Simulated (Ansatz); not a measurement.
Start from `N[SiH](F)[Si](N)(O)O` and change one atom or group to get `N[Si](N)(O)O`.

Ansatz, PBE0-D4/def2-TZVP geometries, multiplicity 1. Each molecule was computed in one conformer, which needn't be the lowest.

```tsv
property	`N[SiH](F)[Si](N)(O)O`
size of the dipole moment (B3LYP/def2-TZVPP) / D	1.24
LUMO energy (PBE0/def2-TZVPP) / eV	0.30
HOMO–LUMO gap (PBE0/def2-TZVPP) / eV	7.49
LUMO energy (B3LYP/def2-TZVPP) / eV	0.07
HOMO energy (ωB97M-V/def2-TZVPP) / eV	-9.37
LUMO energy (ωB97M-V/def2-TZVPP) / eV	1.92
```

(1) Give the same properties after the change, and the shifts. (An estimate is asked.)

## Answers

(1) Ansatz gave: 
```json
{"property": "size of the dipole moment (B3LYP/def2-TZVPP) / D", "`N[Si](N)(O)O`": "0.29", "shift": "-0.95"}
{"property": "LUMO energy (PBE0/def2-TZVPP) / eV", "`N[Si](N)(O)O`": "0.76", "shift": "0.46"}
{"property": "HOMO–LUMO gap (PBE0/def2-TZVPP) / eV", "`N[Si](N)(O)O`": "7.89", "shift": "0.40"}
{"property": "LUMO energy (B3LYP/def2-TZVPP) / eV", "`N[Si](N)(O)O`": "0.38", "shift": "0.31"}
{"property": "HOMO energy (ωB97M-V/def2-TZVPP) / eV", "`N[Si](N)(O)O`": "-9.55", "shift": "-0.18"}
{"property": "LUMO energy (ωB97M-V/def2-TZVPP) / eV", "`N[Si](N)(O)O`": "2.15", "shift": "0.23"}
```

With PBE0 the HOMO rises by 0.06 eV and the LUMO rises by 0.46 eV, so the gap widens by about 0.40 eV. PBE moves the HOMO by 0.23 eV and ωB97M-V by -0.18 eV. Dipoles are sizes alone; their direction can turn.

B3LYP here is the variant with VWN-RPA as its local correlation; programs differ in this.
